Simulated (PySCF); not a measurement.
A structure optimised at PBE-D3(BJ)/def2-SVP, used in a PySCF frequency run:

```xyz
8

C      0.0000     0.0000     1.7698
C      0.0000     0.0000     0.2528
Cl     1.4661     0.8465    -0.3637
Cl    -1.4661     0.8465    -0.3637
Cl     0.0000    -1.6929    -0.3637
H      0.9037    -0.5218     2.1379
H     -0.9037    -0.5218     2.1379
H      0.0000     1.0436     2.1379
```

Task: Write its SMILES, formula and point group.

Result: CC(Cl)(Cl)Cl, C2H3Cl3, C3v

Task: What are its rotational constants (standard atomic weights)?

Result: 2.2987, 2.2987, 1.6403 GHz
